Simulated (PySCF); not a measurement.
BF2, SMILES [B+](F)F, charge +1.

Coordinates come from a PBE-D3(BJ)/def2-TZVP optimisation.

Level of theory: r2SCAN/def2-TZVPD run with PySCF.

The molecule is in vacuum.

```
Property                                                         Value
------------------------------------------------  --------------------
total energy                                        -224.25569 hartree
point group                                                        D∞h
highest occupied level                                       -21.01 eV
lowest empty level                                            -8.98 eV
orbital gap                                                   12.02 eV
dipole moment about the centre of nuclear charge                0.00 D
mean static polarisability                        10.6 bohr³ (1.57 Å³)
polarisability, principal values                  8.6, 8.6, 14.7 bohr³
```
